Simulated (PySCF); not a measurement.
Compound: C5H8Si.
Atom-mapped SMILES: `[CH2:1]=[CH:2][C:3]#[C:4][CH2:5][SiH3:6]` (hydrogens: H7, H8 on C1; H9 on C2; H10, H11 on C5; H12, H13, H14 on Si6)

Computed with PySCF 2.14.0, PBE0-D3(BJ)/def2-SVP geometry optimisation, gas phase.

**Question.** List the bond lengths and angles at this level.

**Answer.** 
```tsv
bond	length (pm)	order
C1=C2	134.2	double
C2–C3	142.2	single
C3≡C4	121.7	triple
C4–C5	144.8	single
C5–Si6	190.3	single
C1–H7	109.3	single
C1–H8	109.2	single
C2–H9	109.7	single
C5–H10, C5–H11	110.4	single
Si6–H12, Si6–H13, Si6–H14	149.3	single
```

Bonds in one row agree within 1 pm and their mean is given. Orders are formal, as drawn. A selection of angles:
```tsv
angle	degrees
C2–C1–H7	121.5
C2–C1–H8	120.7
H7–C1–H8	117.8
C1–C2–C3	125.0
C1–C2–H9	119.1
C3–C2–H9	115.9
C2–C3–C4	178.5
C3–C4–C5	177.1
C4–C5–Si6	111.3
C4–C5–H10	111.1
Si6–C5–H10	108.4
H10–C5–H11	106.8
C5–Si6–H12	109.2
H12–Si6–H13	109.3
```

Si6 (SiH3 silicon) is tetrahedral (angles from 109.2° to 109.7°). The C–C distances run from 1.217 Å (C3≡C4, drawn triple) to 1.448 Å (C4–C5, drawn single), a spread of 0.231 Å.

Point group: C1 (no symmetry element, even within 0.4 Å). PBE0-D3(BJ)/def2-SVP frequencies: not computed here.
